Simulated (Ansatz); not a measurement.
`NC[O][ZnH]`, relaxed with RKS PBE-D4/def2-SVP in the Gaussian-basis code of Ansatz from a rough embedded geometry. The force threshold is 0.03 eV/Å; the program also tests the step.

Charge 0, multiplicity 1.

Start:

```xyz
9

N    -0.802    0.526    0.786
C     0.090    0.766   -0.281
O     0.033   -0.276   -1.246
Zn    0.403   -1.616   -0.850
H    -1.808    0.376    0.387
H    -0.582   -0.453    1.235
H     1.128    0.878    0.139
H    -0.193    1.767   -0.729
H     1.731   -1.968    0.559
```

By how much does the energy fall, and how many steps does the optimiser take? (An estimate is asked.)

Computed: 423.37 kJ/mol, in 10 steps.

Which bonds change most? (Best estimate.)

Computed: Zn4–H9 from 1.969 to 1.521 Å; O3–Zn4 from 1.445 to 1.787 Å; N1–H6 from 1.099 to 1.030 Å; N1–H5 from 1.093 to 1.029 Å.

Give the relaxed structure. (Best estimate.)

Ansatz gave: 
```xyz
9

N    -1.004    0.698    0.771
C    -0.020    0.919   -0.266
O     0.345   -0.194   -1.053
Zn    1.062   -1.722   -0.467
H    -1.836    0.243    0.372
H    -0.637    0.063    1.493
H     0.871    1.386    0.222
H    -0.441    1.681   -0.964
H     1.661   -3.074   -0.109
```
